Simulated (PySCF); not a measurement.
# Correlation energy of Sc (scandium, neutral)

[Ar] 3d2 4s1, high-spin 4F determinant (an excited configuration). All numbers are calculated (PySCF 2.14, the spin-free X2C one-electron Hamiltonian (Gaussian nucleus), in x2c-TZVPPall). Frozen: [Ar]; 3 electrons correlated.

```csv
level,correlation energy (mhartree)
CCSD,-18.72
(T),-0.30
CCSD(T),-19.02
```

Diagnostics: T1 = 0.020, D1 = 0.0322, largest double amplitude 0.048.

Cost of the coupled-cluster step: of the order of 2.7 core-seconds, for 3 correlated electrons.
